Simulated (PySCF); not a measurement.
**Levels of Fe¹³⁺ from EOM-EA-GCCSD**

Reference: closed-shell Fe¹⁴⁺, [Ne] 3s2; one electron is added. Calculated with PySCF 2.14, two-component X2C-1e with screened spin-orbit coupling, an uncontracted even-tempered set (19 s from 0.37 bohr⁻², ratio 2.6; 13 p from 0.48 bohr⁻², ratio 2.6; 7 d from 0.49 bohr⁻², ratio 2.8; 4 f from 8.5 bohr⁻², ratio 2.8); frozen 1s2; the 50 highest virtual spinors dropped; of the others 56 kept and the rest restored at second order. No Breit or QED terms. Binding energies in eV.

```tsv
level	Koopmans	second order	EOM-CCSD
3p1/2	390.65	392.24	392.12
3p3/2	388.19	389.79	389.70
3d3/2	334.00	near a pole	332.39
3d5/2	333.69	near a pole	332.17
```

Electric-dipole lines between these computed levels:

```
lower  upper  ΔE (eV)  vacuum wavelength (nm)
3p1/2  3d3/2   59.729                   20.76
3p3/2  3d3/2   57.314                   21.63
3p3/2  3d5/2   57.531                   21.55
```

In EOM-CCSD the overlap with the one-orbital guess is low for 3d3/2 (weight 0.83), 3d5/2 (weight 0.73). That can mean mixing with two-particle, one-hole states, where second order and EOM-CCSD lose accuracy, or only a rotation among the degenerate components of the shell; the terms of those configurations are not listed.

For comparison, the ionisation energy of Fe¹³⁺ is 392.2 ± 0.7 eV (semi-empirical (NIST evaluation); NIST Atomic Spectra Database, ionization energies).

Only part of the computed levels is shown.
